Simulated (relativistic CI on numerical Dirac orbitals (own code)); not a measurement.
A ladder of approximations for the levels of Mn V

Calculated with a relativistic CI code on KLI orbitals (one set per configuration, finite nucleus), adding one ingredient at a time: step 1, Dirac-Coulomb, each configuration alone; step 2, with Breit and QED terms; step 3, with configuration mixing; step 4, with scaled Slater integrals (0.85); step 5, with a P86 correlation estimate; step 6, tied to the ionisation limit. P86 is a density functional for the correlation energy, evaluated here for each configuration and added to its levels. Step 6 is semi-empirical: configurations made of the next ion and one excited electron move by 701 cm⁻¹, so that their limit matches the tabulated ionisation energy, and those with a non-penetrating f or g electron also take the P86 value of the least penetrating other one.

Configuration list (outside the closed core [Ne]): 3s2.3p6.3d3, 3s2.3p6.3d2.4s, 3s2.3p6.3d2.4p, 3s2.3p5.3d4, 3s2.3p6.3d2.4d, 3s2.3p6.3d2.5s, 3s2.3p6.3d2.5p, 3s2.3p6.3d2.4f, 3s2.3p6.3d2.5d, 3s.3p6.3d4, 3s2.3p6.3d.4s.4p, 3s2.3p6.3d2.5f, 3s2.3p6.3d.4s2, 3s2.3p6.4s2.4p, 3s2.3p6.4s2.4d, 3s2.3p6.4s2.5s, 3s2.3p6.4s2.5p, 3s2.3p6.3d.4p2, 3s2.3p6.4s.4p2, 3s2.3p6.4p3, 3s2.3p6.4p2.4d, 3s2.3p6.4p2.5s, 3s2.3p6.4p2.5p, 3s2.3p6.3d.4s.4d, 3s2.3p6.4s.4p.4d, 3s2.3p6.4s.4d2, 3s2.3p6.4s.4d.5s, 3s2.3p6.4s.4d.5p.

Computed minus measured energy above the ground level, in cm⁻¹, for 18 of the 67 excited levels that pair in every step (one J of a term; a digit in brackets numbers repeated terms):

```
 Configuration   Term    J  Measured  Step 1  Step 2  Step 3  Step 4  Step 5  Step 6
   3s2.3p6.3d3     4F  5/2       359      35     -18     -20     -19     -19     -19
   3s2.3p6.3d3     4P  1/2     16434    3897    3840    2342    -175    -175    -175
   3s2.3p6.3d3     2G  7/2     17892    2904    2793    2218    -619    -620    -620
   3s2.3p6.3d3     2P  3/2     22919    4703    4652    3755     -40     -40     -40
   3s2.3p6.3d3  2D(2)  5/2     24630    5789    5652    3815     -25     -23     -23
   3s2.3p6.3d3     2H  9/2     24975    2580    2427    2886   -1211   -1214   -1215
   3s2.3p6.3d3     2F  7/2     40423    7049    6910    5444   -1099   -1099   -1099
   3s2.3p6.3d3  2D(1)  5/2     62608   11645   11568   10186    -515    -502    -501
3s2.3p6.3d2.4s     4F  3/2    176946   -1173    -915    -368   -1969    4440    5140
3s2.3p6.3d2.4s     2F  5/2    183538     320     534     313   -2336    4078    4778
3s2.3p6.3d2.4p    4G°  5/2    241907   -2403   -2193   -1434   -2905    4020    4721
3s2.3p6.3d2.4p    4F°  3/2    243121   -2241   -2047   -1331   -2914    4010    4711
3s2.3p6.3d2.4p    2D°  3/2    246161    -153     -46     488   -1608    5318    6018
3s2.3p6.3d2.4p    4D°  1/2    246539   -1729   -1552    -894   -2924    3999    4699
3s2.3p6.3d2.4p    2G°  7/2    250966   -1110    -979    -395   -3168    3758    4458
3s2.3p6.3d2.4p    2S°  1/2    253894    1559    1687    2309   -1280    5645    6345
3s2.3p6.3d2.4p    4S°  3/2    257437    1472    1613    2020   -2049    4878    5576
3s2.3p6.3d2.4p    4P°  1/2    264401    2098    2250    2947   -2328    4598    5298
```

Mean absolute errors in cm⁻¹, over all paired levels and for the configurations:

| Configuration, levels | Step 1 | Step 2 | Step 3 | Step 4 | Step 5 | Step 6 |
| --- | --- | --- | --- | --- | --- | --- |
| all, 67 | 2459 | 2436 | 2177 | 2146 | 3109 | 3620 |
| 3s2.3p6.3d3, 18 | 4492 | 4386 | 3532 | 438 | 436 | 436 |
| 3s2.3p6.3d2.4s, 6 | 861 | 799 | 363 | 2119 | 4292 | 4992 |
| 3s2.3p6.3d2.4p, 43 | 1831 | 1848 | 1863 | 2864 | 4062 | 4762 |

Measured levels: Corliss and Sugar, J. Phys. Chem. Ref. Data 6, 1253 (1977).

Problem. What does each ingredient do to the ground and the excited configurations, and where is the model closest to experiment?

Solution. Terms of the ground configuration are off by 4492 at first, 3532 with mixing and 438 after scaling, which stands in for the correlation that narrows term splittings. The Breit and QED terms change the top of the ground term (measured 1412) from 1597 to 1362. Mixing lowers the ground level by 854; relative to it the configurations that move most are 3s2.3p6.3d2.4p by +546, 3s2.3p6.3d2.4s by +287. The P86 estimate moves 3s2.3p6.3d2.4p by +6926, 3s2.3p6.3d2.4s by +6411, and takes the mean absolute error of the excited configurations from 2773 to 4090; it overshoots. Step 6 takes that error from 4090 to 4790. The mean absolute error is lowest at step 4 (2146 cm⁻¹), and the largest single drop is from step 2 to 3 (2436 to 2177).
